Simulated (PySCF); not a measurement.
# Electronic absorption of SnMe3(NHiPr)

Compound: SnMe3(NHiPr), C6H17NSn.
SMILES: `CC(C)[NH][Sn]([CH3])([CH3])[CH3]`

Theory: TDDFT B3LYP/def2-SVPD, vertical, gas phase, core orbitals frozen in the response, def2 core potentials past Kr in PySCF. Geometry: PBE0-D3(BJ)/def2-SVP, one conformer, isolated molecule. Spin–orbit coupling is left out.

```
state  E (eV)  E (hartree)       f  |μ| (D)  main configurations (H = HOMO, L = LUMO)
   S1    4.97       0.1825   0.039     1.44                                 H→L (95%)
   S2    5.62       0.2066  0.0020     0.30                               H→L+1 (82%)
   S3    5.80       0.2130  0.0097     0.66                               H→L+2 (90%)
   S4    6.05       0.2222  0.0022     0.31                  H→L+3 (77%), H→L+4 (16%)
   S5    6.14       0.2256   0.065     1.67                  H→L+4 (76%), H→L+3 (17%)
   S6    6.56       0.2412  0.0039     0.39                               H→L+5 (91%)
   S7    6.70       0.2463   0.036     1.19                  H→L+6 (62%), H→L+7 (30%)
   S8    6.72       0.2469   0.032     1.12     H-1→L (49%), H→L+7 (25%), H→L+6 (12%)
   S9    6.72       0.2470   0.066     1.61     H-1→L (46%), H→L+7 (28%), H→L+6 (21%)
  S10    6.77       0.2490   0.069     1.64                  H-2→L (84%), H→L+7 (10%)
```

Triplets, Tamm–Dancoff:

```csv
state,E (eV),λ (nm),"main configurations (H = HOMO, L = LUMO)"
T1,4.74,261.8,"H→L (78%), H→L+1 (9%), H→L+4 (9%)"
T2,5.45,227.5,"H→L+1 (52%), H→L (19%), H→L+2 (13%)"
T3,5.69,217.8,"H→L+4 (41%), H→L+1 (28%), H→L+2 (12%)"
T4,5.77,214.8,"H→L+2 (61%), H→L+3 (15%), H→L+4 (12%)"
```

The lowest singlet lies at 4.97 eV (250 nm, ultraviolet) and is of moderate strength; its leading configuration is HOMO→LUMO (95%). The strongest level in the table is S10 at 6.77 eV (183 nm, f = 0.069). It is the last of those listed, so stronger ones may follow. S8/S9 lie within about 0.01 eV of each other. Löwdin shares by element: HOMO nitrogen 58%, carbon 16% or more, tin 6% (atoms not listed hold the other 21%); LUMO tin 30%, carbon 20% or more (atoms not listed hold the other 49%). Orbital energies (eV): HOMO-3 -8.26, HOMO-2 -7.66, HOMO-1 -7.63, HOMO -5.85, LUMO -0.13, LUMO+1 0.65, LUMO+2 0.74. The listed states span 1.81 eV, and the widest gap between neighbours is 0.65 eV (S1 to S2). Weighted by f, the mean energy of these states is 6.36 eV. The window holds the lowest 10 singlets.
